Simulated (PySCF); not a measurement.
Si(H)2(Br)(Et) (C2H7BrSi), SMILES CC[SiH2]Br. Geometry: B3LYP-D3(BJ)/def2-SVP. The values are those of a single conformer.

Computed with B3LYP-D3(BJ)/def2-SVP in PySCF.

Harmonic wavenumbers (cm⁻¹): 81, 139, 225, 283, 406, 548, 641, 663, 739, 847, 953, 976, 990, 1051, 1247, 1261, 1399, 1426, 1476, 1480, 2230, 2238, 3018, 3029, 3072, 3106, 3116. Rotational constants (GHz): 6.285, 1.699, 1.426; symmetry number 1.

Q: Work out the zero-point energy and the ideal-gas rigid-rotor harmonic-oscillator thermochemistry at 298.15 K and 1 atm.

A: ZPE = ½ Σ hcν = ½ × 36639 cm⁻¹ = 52.38 kcal/mol. H − E(el) = 56.96 kcal/mol. Entropy in cal/(mol K): translation 40.70, rotation 27.45, vibration 13.29, total 81.44. G − E(el) = 32.68 kcal/mol. Cp = 23.38 cal/(mol K). Modes under 150 cm⁻¹ make the vibrational entropy uncertain.
